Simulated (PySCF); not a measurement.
# Relaxation of triplet NbSe₂⁻

Level of theory: PySCF, UHF, basis Nb def2-SVPD with ECP28, Se def2-SVPD (scalar-relativistic core potentials, no spin–orbit coupling, density fitting). A (50,194) grid was used.

A start at the PBE minimum, of C2v symmetry, held to at least that symmetry:

```xyz
3
charge -1 multiplicity 3, angstrom
Nb   -0.7040    0.0000    0.0000
Se    0.4092    2.0785    0.0000
Se    0.4092   -2.0785    0.0000
```

At each step, columns x, y, z (Å) and Fx, Fy, Fz (eV/Å):

```
step 0  E − E(last) = 14.03 kJ/mol
Nb  -0.704   0.000   0.000   0.189   0.000   0.000
Se   0.409   2.079   0.000  -0.094   0.438   0.000
Se   0.409  -2.079   0.000  -0.094  -0.438   0.000
step 1  E − E(last) = 9.59 kJ/mol
Nb  -0.662   0.000   0.000   0.261   0.000   0.000
Se   0.388   2.124   0.000  -0.130   0.255   0.000
Se   0.388  -2.124   0.000  -0.130  -0.255   0.000
step 2  E − E(last) = 2.70 kJ/mol
Nb  -0.526   0.000   0.000   0.395   0.000   0.000
Se   0.320   2.250   0.000  -0.198  -0.233   0.000
Se   0.320  -2.250   0.000  -0.198   0.233   0.000
step 3  E − E(last) = 1.42 kJ/mol
Nb  -0.471   0.000   0.000   0.298   0.000   0.000
Se   0.293   2.283   0.000  -0.149  -0.235   0.000
Se   0.293  -2.283   0.000  -0.149   0.235   0.000
step 4  E − E(last) = 0.33 kJ/mol
Nb  -0.410   0.000   0.000   0.098   0.000   0.000
Se   0.262   2.304   0.000  -0.049  -0.062   0.000
Se   0.262  -2.304   0.000  -0.049   0.062   0.000
step 5  E − E(last) = 0.08 kJ/mol
Nb  -0.369   0.000   0.000   0.045   0.000   0.000
Se   0.242   2.322   0.000  -0.023  -0.035   0.000
Se   0.242  -2.322   0.000  -0.023   0.035   0.000
step 6  E − E(last) = 0.01 kJ/mol
Nb  -0.342   0.000   0.000   0.015   0.000   0.000
Se   0.228   2.333   0.000  -0.008  -0.012   0.000
Se   0.228  -2.333   0.000  -0.008   0.012   0.000
step 7  E − E(last) = 0.00 kJ/mol
Nb  -0.329   0.000   0.000   0.004   0.000   0.000
Se   0.222   2.337   0.000  -0.002  -0.004   0.000
Se   0.222  -2.337   0.000  -0.002   0.004   0.000
step 8  E − E(last) = 0.00 kJ/mol
Nb  -0.326   0.000   0.000   0.000   0.000   0.000
Se   0.220   2.338   0.000   0.000   0.000   0.000
Se   0.220  -2.338   0.000   0.000   0.000   0.000
```

It ends at C2v with Nb–Se 2.401 Å (×2); Se–Nb–Se 153.7°. A frequency run shows a minimum. Other isomers or separated fragments may lie lower.

The determinant is spin-contaminated (⟨S²⟩ = 2.28, pure value 2.00). Open d and f shells are described by one determinant, and the ground state may have another occupation or spin.

The relaxation took 70 s on 4 threads of a shared Intel Xeon @ 2.50GHz (Skylake/Cascade Lake) host, with 116 basis functions and 9 gradients; the process peaked at 0.5 GiB.
